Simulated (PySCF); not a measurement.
**What each rung costs, and what it gives**

Saddle point of BH4SBr, singlet (BH₃S ([BH2][SH]) + HBr → BH₂Br ([BH2][Br]) + H₂S (still joined by a long B–S bond); bonds formed: B1–Br6, S2–H5; bonds broken: H5–Br6; bonds weakened to dative contacts: B1–S2), PBE0-D4/def2-TZVP structure:

```xyz
7
angstrom
B -0.5895 -0.3321 -0.3902
S 1.2463 0.0687 -0.6989
H -0.7971 -1.4984 -0.4961
H -1.3834 0.5031 -0.6788
H 0.8320 -0.0045 1.0080
Br -0.4625 -0.1465 1.9536
H 1.1541 1.4096 -0.6975
```

Barriers are electronic and count from the start structure reached by relaxing down the imaginary mode.

PySCF 2.14 with density fitting (its default auxiliary sets; JK sets also for MP2 and CCSD(T)); basis: as named in each row; cores frozen in the correlated methods. Filled d shells of the heavier atoms are correlated. The def2 sets are not built for correlating such inner shells, so the correlated values are less sure here. B3LYP uses VWN-RPA correlation. Extrapolation: Hartree–Fock as exp(−7.88 √X), correlation as X^−2.97.

Times are rough, for one single point on 4 threads of a shared host (Arm Neoverse V1).

The estimate by CCSD(T) at an estimated basis limit (MP2 extrapolated from triple and quadruple zeta, plus CCSD(T) − MP2 in triple zeta) is 0.616 eV.

```
   method       basis  time (s)  barrier (eV)  method less estimate
       HF      STO-3G   under 1         0.930                 0.314
 B3LYP-D4       6-31G         3         0.670                 0.055
  PBE0-D4    def2-SVP         4         0.433                -0.182
   PBE-D4    def2-SVP         4         0.277                -0.339
      MP2  def2-QZVPP         6         0.526                -0.090
    SPW92  def2-TZVPP         6         0.012                -0.604
  PBE0-D4  def2-TZVPP         9         0.433                -0.183
   PBE-D4  def2-TZVPP        11         0.301                -0.315
 BHLYP-D4  def2-TZVPP        17         0.788                 0.172
 B3LYP-D4  def2-TZVPP        18         0.624                 0.009
  CCSD(T)    def2-SVP        24         0.849                 0.234
r2SCAN-D4  def2-TZVPP        28         0.409                -0.207
  wB97M-V  def2-TZVPP       140         0.629                 0.014
  CCSD(T)  def2-TZVPP       380         0.678                 0.063
```

All methods are single points on the PBE0-D4 structures.

T1 diagnostic: at most 0.011.

Labels in which every atom is bracketed show which atoms are joined, not bond orders.
